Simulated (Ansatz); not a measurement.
CH5AlB, SMILES `C[B-][AlH2]` (triplet; the order of the spin states depends on the level) (charge -1, multiplicity 3). This triplet lies 0.15 eV above the relaxed singlet at the level frozen-core CCSD(T)/aug-cc-pVDZ // B3LYP-D3(BJ)/def2-TZVPD (Ansatz, a quantum-chemistry and plane-wave program); other levels give the other order.

Calculation: frozen-core CCSD(T)/aug-cc-pVDZ // B3LYP-D3(BJ)/def2-TZVPD (Ansatz).

Ansatz 0.2 input:
```yaml
crystal:
  periodic: [false, false, false]
  atoms:
    - { symbol: C, position_ang: [-1.55299, -0.126086, -0.107069] }
    - { symbol: B, position_ang: [-0.12962, 0.408411, 0.322527] }
    - { symbol: Al, position_ang: [1.870352, 0.194559, 0.336366] }
    - { symbol: H, position_ang: [-1.525808, -1.057962, -0.696803] }
    - { symbol: H, position_ang: [-2.190425, -0.326047, 0.765332] }
    - { symbol: H, position_ang: [-2.098663, 0.611586, -0.711588] }
    - { symbol: H, position_ang: [2.883983, 1.240865, 1.047566] }
    - { symbol: H, position_ang: [2.748612, -1.013286, -0.335534] }
basis:
  gaussian: { orbitals: aug-cc-pVDZ }
correlation:
  method: ccsd_t
total_charge: -1
magnetization:
  spin_polarized: true
  initial_magnetization: 2
```

Output:

```
Functional definition: HF
1158 factors; integrals over basis functions are off by at most 8.6e-4 eV
mean field evaluation 1: about -8360.0821 eV, gradient 1.3e1 eV
mean field evaluation 2: about -8360.0824 eV, gradient 1.3e1 eV
mean field evaluation 4: about -8362.2578 eV, gradient 1.5e0 eV
mean field evaluation 8: about -8362.3118 eV, gradient 5.6e-3 eV
mean field evaluation 16: about -8362.3087 eV, gradient 2.8e-1 eV
mean field evaluation 32: about -8362.3093 eV, gradient 2.6e-1 eV
mean field evaluation 64: about -8361.0761 eV, gradient 1.4e-1 eV
mean field evaluation 96: about -8361.0681 eV, gradient 5.5e-1 eV
mean field evaluation 128: about -8361.0764 eV, gradient 6.3e-4 eV
mean field evaluation 160: about -8360.8912 eV, gradient 5.2e-4 eV
mean field -8362.31177873 eV, -307.3092896897 hartree, gradient 4.5e-6 eV, S^2 2.016202; 9 other end points of the search recorded, 0 dependent functions left out
determinant -8362.31177873 eV, -307.3092896897 hartree, with singles and doubles -8371.91836979 eV, -307.6623253998 hartree
determinant -8361.07640241 eV, -307.2638904474 hartree, with singles and doubles -8370.41691139 eV, -307.6071478211 hartree
determinant -8361.00144853 eV, -307.2611359431 hartree, with singles and doubles -8370.26005174 eV, -307.6013833354 hartree
determinant -8360.89122226 eV, -307.2570852023 hartree, with singles and doubles -8370.06249939 eV, -307.5941234204 hartree
7 core orbitals not correlated
reference -8362.31177873 eV, -307.3092896897 hartree; 9, 7 occupied and 102, 104 virtual orbitals, 1158 factors
second order -8.22497503 eV of doubles, -0.00000000 eV of singles
cycle   1  -9.55898119 eV  change   -3.2e-1 eV  update   2.7e-2
cycle   2  -9.57371252 eV  change   -1.5e-2 eV  update   7.8e-3
cycle   3  -9.57712124 eV  change   -3.4e-3 eV  update   4.2e-3
cycle   4  -9.57858310 eV  change   -1.5e-3 eV  update   1.7e-3
cycle   5  -9.57876317 eV  change   -1.8e-4 eV  update   7.9e-4
cycle   6  -9.57876262 eV  change    5.5e-7 eV  update   3.7e-4
cycle   7  -9.57878334 eV  change   -2.1e-5 eV  update   1.9e-4
cycle   8  -9.57880394 eV  change   -2.1e-5 eV  update   1.1e-4
cycle   9  -9.57879287 eV  change    1.1e-5 eV  update   5.5e-5
cycle  10  -9.57878385 eV  change    9.0e-6 eV  update   2.8e-5
cycle  11  -9.57878606 eV  change   -2.2e-6 eV  update   1.4e-5
perturbative correction -0.32243965 eV, -0.0118494386 hartree
Total energy: -8372.21300444 eV, -307.6731530234 hartree
```
